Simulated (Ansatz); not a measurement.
Molecule: CsCl, net charge -1, doublet state. 
Structure (B3LYP-D3(BJ)/def2-TZVP (Ansatz, a program for electronic structure) minimum search):
```
Cs
Cl 1 3.1175
```
Charge -1, spin multiplicity 2.

Basis-set convergence of Hartree-Fock and MP2 correlation energies (hartree) with Ansatz. Correlated levels leave the core frozen unless marked. Open shells are spin-unrestricted. No spin-orbit coupling. Frozen are the shells of the preceding noble gas and the d and f shells that filled before the atom's block. The outer core of K, Ca and their heavier congeners is not correlated, a term that matters for these elements. In def2 rows, elements after Kr have scalar-relativistic effective core potentials.

| basis | functions | E(HF) | E(corr, MP2) |
|---|---|---|---|
| def2-SVPD | 54 | -479.32028 | -0.15637 |
| def2-TZVPPD | 90 | -479.46743 | -0.20317 |
| def2-QZVPPD | 141 | -479.48100 | -0.22384 |

Extrapolating the two largest sets (X = 3 and 4) as X^-3: E(corr) = (64·(-0.22384) - 27·(-0.20317))/37 = -0.2389 Eh, an estimate of the basis-set limit. The largest set recovers 93.7 % of it, the smallest 65.4 %.
